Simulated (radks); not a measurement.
Question: The mean radii <r> (bohr) of the occupied orbitals of an atom or ion are listed with their occupations. Method: scalar-relativistic Kohn-Sham, exchange-only r2SCAN, spin-polarised, spherical densities, finite nucleus; meta-GGA in the generalised Kohn-Sham scheme; Fermi nuclear charge, rms radius of each element as measured or else 0.836 A^(1/3) + 0.57 fm; computed with a radial shooting solver on a logarithmic mesh with Libxc functionals.

orbital  occ.     <r>
1s up       1  0.1997
1s down     1  0.1983
2s up       1   1.067
2s down     1   1.130
2p up       3   1.078

Name the element and its charge. Open shells, if any, are filled with parallel spins first.

Answer: Z = 8, oxygen, charge +1: O+ in [He] 2s2 2p3. The 1s radius gives Z: for a bare nucleus <r> = (2 gamma + 1)/(2Z) with gamma = sqrt(1 - (Z/c)^2), 0.1873 bohr for Z = 8, and screening makes it slightly larger (0.1997 here). The occupations add up to 7, and the charge is Z minus that.
